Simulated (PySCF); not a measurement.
A GIAO shielding run with PySCF (density fitting, non-relativistic, gas phase) on `[SiH2](C#N)CCN[SiH2]F`, C3H9FN2Si2:

```
$ OMP_NUM_THREADS=1 python probes_run.py task.json out

{"job": {"kind": "nmr", "xc": "PBE0", "basis": "pcSseg-1"}, "charge": 0, "multiplicity": 1}
N     -1.136504     2.889767     1.251040
C     -1.424102     1.796584     1.064279
Si    -1.873536     0.012070     0.730762
C     -1.262675    -0.340166    -1.038650
C      0.224796    -0.027051    -1.217429
N      1.037379    -0.785109    -0.301232
Si     2.299038    -0.163855     0.668154
F      2.765938    -1.464872     1.494211
H     -1.222985    -0.797931     1.757467
H     -3.337578    -0.066967     0.792800
H     -1.435632    -1.390782    -1.282555
H     -1.832902     0.246482    -1.761589
H      0.402881     1.033237    -1.024850
H      0.520681    -0.229008    -2.257628
H      0.996603    -1.778086    -0.475581
H      1.772412     0.796740     1.625127
H      3.499188     0.280977    -0.034237
```

Hardware: 1 thread of an Arm Neoverse V2, shared host. The job also computes population analyses, field gradients.

(1) How large is the calculation?

(2) How long does it take, and how much memory does it need?

Results:

(1) 78 electrons, 195 basis functions and 1050 auxiliary functions.

(2) 34 s of wall time, with 14 SCF cycles and 5 response iterations; peak memory 0.86 GiB. Times on a shared host scatter by some tens of per cent.
